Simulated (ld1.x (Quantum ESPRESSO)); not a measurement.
Transferability test, TM potential for Fe

```json
{"Element": "iron", "Generator": "ld1.x (Quantum ESPRESSO) 7.5", "Type": "norm-conserving Troullier–Martins (Kleinman–Bylander form)", "Functional": "BLYP", "Relativity": "scalar-relativistic", "Frozen core": "[Ne] 3s2", "Valence charge": "14", "Reference configuration": "3p6 3d6 4s2 4p0", "Partial waves": "4s (bound): rc 2.20 bohr; 3p (bound): rc 1.25 bohr; 3d (bound): rc 1.85 bohr", "Local potential": "all-electron potential smoothed inside 1.05 bohr (lloc = -1)", "Core correction": "Bessel-smoothed model core inside 0.70 bohr"}
```

Energies are relative to the spin-unpolarised reference configuration 3p6 3d6 4s2 4p0; without spin polarisation the order of configurations can differ from experiment. The frozen-core shift is the all-electron ΔE with the core orbitals held at their reference shape minus the fully relaxed ΔE.

Problem. Give the all-electron excitation energy and the error of the potential for: 3p6 3d6 4s1 4p0; 3p6 3d6 4s0 4p0; 3p6 3d5 4s0 4p0; 3p6 3d5 4s2 4p1; 3p6 3d4 4s0 4p0; 3p6 3d6.5 4s1.5 4p0; 3p5 3d6 4s2 4p0.

Solution.

| valence configuration | charge | ΔE all-electron (eV) | error AE − PS (meV) | frozen-core shift (meV) |
| --- | --- | --- | --- | --- |
| 3p6 3d6 4s1 4p0 | +1 | 8.729 | -3.0 | +1.1 |
| 3p6 3d6 4s0 4p0 | +2 | 25.111 | -21 | +3.1 |
| 3p6 3d5 4s0 4p0 | +3 | 59.337 | +70 | +31 |
| 3p6 3d5 4s2 4p1 | 0 | 8.732 | +47 | +19 |
| 3p6 3d4 4s0 4p0 | +4 | 112.398 | +500 | +193 |
| 3p6 3d6.5 4s1.5 4p0 | 0 | -0.707 | -5.7 | +4.5 |
| 3p5 3d6 4s2 4p0 | +1 | 67.474 | -400 | +55 |

Note: ghost state, extra bound levels that the all-electron valence spectrum of the same l lacks: s at -140.6 eV. A true bound ghost makes a file unfit for plane-wave use.
